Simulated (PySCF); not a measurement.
## Electron correlation in Cl²⁺ (chlorine, charge +2)

[Ne] 3s1 3p4, high-spin 4P determinant (an excited configuration). Calculation: PySCF 2.14, in dyall-av2z (13s9p2d, 50 functions); the non-relativistic Hamiltonian (point nucleus). Frozen: [Ne]; 5 electrons correlated; the 16 highest virtual orbitals of each spin left out.

| level | correlation energy (mhartree) |
| --- | --- |
| CCSD | -114.09 |
| (T) | -2.66 |
| CCSD(T) | -116.75 |
| CCSDT | -117.77 |

Diagnostics: T1 = 0.0094, D1 = 0.0230, largest double amplitude 0.178.

Problem. Is a single reference adequate?

Solution. Not fully. A double-excitation amplitude exceeds 0.15, a sign of near-degeneracy.
